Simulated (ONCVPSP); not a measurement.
Cutoff test, Cr (Z = 24), ONCV

| Quantity | Value |
| --- | --- |
| Element | chromium (Cr) |
| Generator | ONCVPSP 4.0.1 |
| Type | optimised norm-conserving Vanderbilt (ONCV) |
| Functional | PW91 |
| Relativity | scalar-relativistic |
| Frozen core | [Ne] |
| Valence charge | 14 |
| Reference configuration | 3s2 3p6 3d4.5 (charge +1.5) |
| Partial waves | 3s: rc 1.20 bohr, ncon 4, nbas 8, qcut 8.9 1/bohr, 2 projectors, debl 2.8 Ha; 3p: rc 1.30 bohr, ncon 3, nbas 8, qcut 8.8 1/bohr, 2 projectors, debl 3.9 Ha; 3d: rc 2.15 bohr, ncon 4, nbas 8, qcut 6.2 1/bohr, 3 projectors, debl 1.2 Ha; f scattering state at 0.14 Ha: rc 2.40 bohr, ncon 4, nbas 9, qcut 4.9 1/bohr, 2 projectors, debl 1.3 Ha |
| Local potential | polynomial inside 0.85 bohr (lpopt 5, dvloc0 0 Ha) |
| Core correction | polynomial model core, fcfact 0.45 |

In the s channel the program set the typed energies aside and used -3.218, 0.250 Ha.

For each optimised wave give the share of its norm inside rc, the residual kinetic energy above qcut (Ha) and the cutoffs (Ha) for errors of 10, 1, 0.1 and 0.01 mHa per electron.

```
         wave  norm inside rc  residual KE  10 mHa  1 mHa  0.1 mHa  0.01 mHa
           3s           0.828      5.8e-05    25.1   32.0     38.4     109.0
s projector 2           0.028      2.0e-05    16.9   27.8     35.0      44.5
           3p           0.823      9.4e-07    20.3   26.2     31.2      35.1
p projector 2           0.048      5.0e-07    17.3   23.8     29.2      33.3
           3d           0.877      2.6e-04    15.1   17.6     32.3      53.6
d projector 2           0.129      9.5e-04    15.6   19.6     51.5      66.9
d projector 3           0.155      4.5e-03    18.0   22.9     43.0      65.5
f projector 1           0.046      3.0e-06     2.0    4.8      8.3      10.8
f projector 2           0.322      6.8e-04     8.4   11.5     19.5      62.3
```

The occupied waves need 32 Ha and 38 Ha for 1 and 0.1 mHa. Note: no bound ghost flagged; GHOST(+) flagged for f at 14.7 eV, s at 424.8 eV.
